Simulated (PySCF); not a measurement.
# Telling isomers of C4H3F3 apart by NMR

Method: B3LYP/pcJ-1 coupling constants (spin–dipole term left out of most H,H and C,H couplings), PBE0/pcSseg-1 with gauge-including orbitals, GFN2-xTB structure, in PySCF (equivalent nuclei averaged, one conformer, no relativistic terms, isolated molecule).

Chemical shifts δ = σref − σ; ¹H (31.72 ppm) and ¹³C (186.93 ppm) against TMS, all at this level. Multiplet labels drop J under 1 Hz and among equivalent protons, and merge close values. Unscaled 3J(H,H) run several per cent high. One-bond C–F couplings are unscaled and too large by tens of Hz. Shifts are as computed. Against solution values, carbons near 30 ppm lie about +3 ppm off and those near 130 ppm about +5 ppm. Of 1211 compounds with measured shifts, 218 miss one by over three times the rms of a fit or turn the order of signals round; such compounds aren't used in these exercises.

(1) Tabulate the signals of `C=CC(F)=C(F)F`, `C#CCC(F)(F)F` and their relative energies.

(2) What is the quickest way to tell C=CC(F)=C(F)F from C#CCC(F)(F)F?

Answers

(1) 
| SMILES | carbon types | δC | δH | E rel. (kcal/mol) |
| --- | --- | --- | --- | --- |
| C=CC(F)=C(F)F | 2×C 1×CH 1×CH2 | 167.8, 138.5, 129.7, 121.3 | 6.50 (m, 1H), 5.93 (dtd, 1H), 5.67 (dt, 1H) | 4.5 |
| C#CCC(F)(F)F | 2×C 1×CH 1×CH2 | 134.2, 80.6, 78.2, 29.0 | 3.06 (qd, 2H), 1.63 (t, 1H) | 0.0 |

Energies are electronic energies at PBE0/pcSseg-1 on these geometries, without zero-point or thermal terms, each for the one conformer computed, which needn't be the lowest.

(2) Both give the same number of carbon signals, with the same numbers of each carbon type, so the positions decide. The first has a terminal =CH2 carbon at 121.3 ppm, the second a propargylic sp3 CH2 at 29.0 ppm. Their most deshielded carbons lie at 167.8 and 134.2 ppm. In the proton spectra the most deshielded non-exchanging signals are 6.50 (m, 1H) and 3.06 (qd, J = 7.8, 3.8 Hz, 2H).
